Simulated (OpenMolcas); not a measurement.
## Ta IV: effect of the basis set

```yaml
Program: OpenMolcas
Method: "SS-CASPT2, IPEA 0.25 Eh, imaginary shift 0.1 Eh (closed shells correlated: 5s 5p)"
Active_space: 2 electrons in 10 orbitals (5d 6d)
State_averaging: 2S+1 = 3 even, 10 roots; 2S+1 = 1 even, 15 roots
Spin-orbit_coupling: state interaction with AMFI integrals over the reference wave functions, term energies averaged over their components
```

A. ANO-R2 [8s6p5d3f1g], X2C, finite nucleus; CASPT2 step of the order of 2 core-minutes
B. ANO-RCC-VTZP [8s7p5d3f2g1h], DKH2, point nucleus; CASPT2 step roughly 2.2 core-minutes
C. ANO-RCC-VQZP [9s8p6d4f3g2h], DKH2, point nucleus; CASPT2 step roughly 4 core-minutes

Energies in cm-1 above 5d2 3F2.

| Level | A | B | C |
| --- | --- | --- | --- |
| 5d2 3F2 | 0.0 | 0.0 | 0.0 |
| 5d2 3F3 | 5130 | 4870 | 5020 |
| 5d2 3F4 | 9480 | 9080 | 9270 |
| 5d2 1D2 [66 %] | 10860 | 10710 | 10630 |
| 5d2 3P0 | 11780 | 11890 | 11870 |
| 5d2 3P1 | 14510 | 14430 | 14540 |
| 5d2 3P2 | 18860 | 18540 | 18710 |
| 5d2 1G4 | 19650 | 19510 | 19270 |
| 5d2 1S0 | 36250 | 36390 | 35830 |

Among A to C the level of the table that moves most is 5d2 1S0, by 560 cm-1 (lowest in C, highest in B). Moves below CASPT2's spread within the term are not significant.

CASPT2 breaks the degeneracy within a term, and the mean is taken; among the terms shown or strongly mixed into the levels shown the widest spread is 490 cm-1 (5d2 1G, B). Active for correlation alone: 6d; no level in the range computed is led by a configuration that fills it, so any true level of that kind is missing. Levels of configurations outside the active space are missing.

A share in square brackets marks a mixed level and gives the weight of the term that names it, the lowest over the columns.
